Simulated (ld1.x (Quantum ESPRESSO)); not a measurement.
# What one change does to a pseudopotential (antimony, TM semilocal)

antimony (Sb), norm-conserving Troullier–Martins (semilocal form), made with ld1.x (Quantum ESPRESSO) 7.5 (PW91, scalar-relativistic). Core [Kr] 4d10, reference 5s2 5p2.5 (charge +0.5). Waves: 5p (bound): rc 2.35 bohr; 5s (bound): rc 1.45 bohr. Local part: the s channel. Core correction: none.

Change: core correction a·sin(br)/r model core inside 1.36 bohr.

Cutoffs: the cutoffs (Ry, on a coarse ladder) from which the occupation-weighted sum of valence levels, in a spherical-Bessel basis at the reference potential, stays within 10 and 1 mRy of its value at 400 Ry; they do not see the model core or the augmentation charge, which bear on the density cutoff. Errors are all-electron minus pseudo energies relative to the spin-unpolarised reference configuration.

**Question.** Predict the effect on cutoff, ghosts and configuration errors.

**Answer.** The potential gets neither clearly harder nor softer (45 Ry and 160 Ry → 45 Ry and 160 Ry); of the 7 tests that both files solve, the error grows in 3 and shrinks in 3 by more than 15 % and 0.3 meV (median size 7.4 → 17.4 meV); neither file shows a bound ghost. A semilocal file is local in each channel, so a ghost entry of none says nothing of the separable form that plane-wave codes build from it. A model core, the more so a compact one, raises the density cutoff, which this test does not measure.

```tsv
quantity	base	changed
cutoff, loose	45 Ry	45 Ry
cutoff, tight	160 Ry	160 Ry
bound ghosts	none	none
error for 5s2 5p3, meV [ΔE -3.29 eV]	+1.4	+0.5
error for 5s2 5p2, meV [ΔE 5.09 eV]	-0.4	-2.2
error for 5s2 5p1, meV [ΔE 21.13 eV]	+7.4	-23
error for 5s1 5p0, meV [ΔE 90.05 eV]	+284	-395
error for 5s2 5p3.3, meV [ΔE -4.46 eV]	+2.2	+0.5
error for 5s0 5p5, meV [ΔE 13.20 eV]	+128	-80
error for 5s1 5p4, meV [ΔE 4.85 eV]	+20	-17
s: phases at 2.55 bohr within 0.05 rad from the reference energy up to (Ry; the scan ends near 5)	0.6	0.6
p: phases at 2.55 bohr within 0.05 rad from the reference energy up to (Ry; the scan ends near 5)	3.1	3.1
```
